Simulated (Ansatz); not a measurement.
Molecule: sum formula BNH₂Cl₂, net charge 0, singlet state. 
Geometry from a B3LYP-D3(BJ)/def2-TZVP (Ansatz, a program for electronic structure) optimisation:
```xyz
6

B     -0.3399    -0.0733     0.0373
Cl     0.1805     1.5754    -0.3440
Cl     0.8739    -1.3479     0.2283
N     -1.6864    -0.3638     0.1851
H     -2.4032     0.3349     0.0837
H     -2.0181    -1.2886     0.4015
```
Charge 0, spin multiplicity 1.

Computed values are from Ansatz. Cores are frozen in the correlated levels unless marked. UHF or UKS for open shells. Spin-orbit coupling is left out. No relativistic terms. CBS(X,Y): correlation extrapolated as X^-3; Hartree-Fock from the larger set. The bracket is a focal-point correction in the basis named.

**Question.** What is the total energy at CCSD(T)/CBS(cc-pV(T+d)Z,cc-pV(Q+d)Z)?

**Answer.** -1000.3844 Eh.

**Question.** What is the vertical ionisation energy (to the doublet) at RI-MP2/CBS(aug-cc-pV(T+d)Z,aug-cc-pV(Q+d)Z)+[CCSD(T)-MP2]/aug-cc-pV(T+d)Z?

**Answer.** 11.19 eV.

**Question.** What is the T1 diagnostic at CCSD/cc-pV(Q+d)Z?

**Answer.** 0.010.

**Question.** What is the vertical triplet-singlet gap at RI-MP2/CBS(aug-cc-pV(T+d)Z,aug-cc-pV(Q+d)Z)+[CCSD(T)-MP2]/aug-cc-pV(T+d)Z?

**Answer.** 6.76 eV.

**Question.** What is the dipole moment at CCSD(T)/aug-cc-pV(D+d)Z?

**Answer.** 2.80 D.
